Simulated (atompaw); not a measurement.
## iridium (Ir): one change to a PAW (atompaw) potential, before and after

- Element: Ir
- Generator: atompaw 4.2.0.5
- Type: PAW
- Functional: LDA (PW92)
- Relativity: scalar-relativistic
- Frozen core: [Kr] 4d10 4f14
- Valence charge: 17
- Reference configuration: 5s2 5p6 5d7.5 6s1.5 6p0
- Partial waves: 5s (bound); 6s (bound); 5p (bound); 6p (bound, empty); 5d (bound); 5d channel at 1.45 Ry
- Local potential: troulliermartins scheme with l = 3 at 0 Ry, radius 1.50 bohr
- Core correction: smooth core density matched at 1.25 bohr
- Augmentation charge: sinc compensation charge, radius 1.85 bohr; PAW radius 2.15 bohr; waves and projectors: bloechl

Change: wave 5d channel at 1.45 Ry becomes 5d channel at 0.25 Ry.

Cutoffs: the cutoffs (Ry, on a coarse ladder) from which the occupation-weighted sum of valence levels, in a spherical-Bessel basis at the reference potential, stays within 10 and 1 mRy of its value at 400 Ry; they do not see the model core or the augmentation charge, which bear on the density cutoff.

Problem. What does the change do?

Solution. The potential gets neither clearly harder nor softer (260 Ry and 300 Ry → 260 Ry and 300 Ry); both files keep a bound ghost (s); the range in which the d phases agree narrows (upper end 4.3 → 3.0).

| quantity | base | changed |
| --- | --- | --- |
| cutoff, loose | 260 Ry | 260 Ry |
| cutoff, tight | 300 Ry | 300 Ry |
| loose cutoff by channel (10 mRy a level) | s 230 Ry, p 230 Ry, d 140 Ry | s 230 Ry, p 230 Ry, d 80 Ry |
| bound ghosts | s | s |
| s: phases at 2.16 bohr within 0.05 rad from the reference energy up to (Ry; the scan ends near 5) | 0.4 | 0.4 |
| p: phases at 2.16 bohr within 0.05 rad from the reference energy up to (Ry; the scan ends near 5) | 0.8 | 0.8 |
| d: phases at 2.16 bohr within 0.05 rad from the reference energy up to (Ry; the scan ends near 5) | 4.3 | 3.0 |
| lowest overlap eigenvalue by channel | s 0.00, p 0.01, d 0.10 | s 0.00, p 0.01, d 0.00 |

 A true bound ghost makes a file unfit for plane-wave use even where its test errors are small: the radial tests pick states by their node count and pass the ghost by. The cutoffs see the waves, projectors and local potential, not the compensation charge or the core.
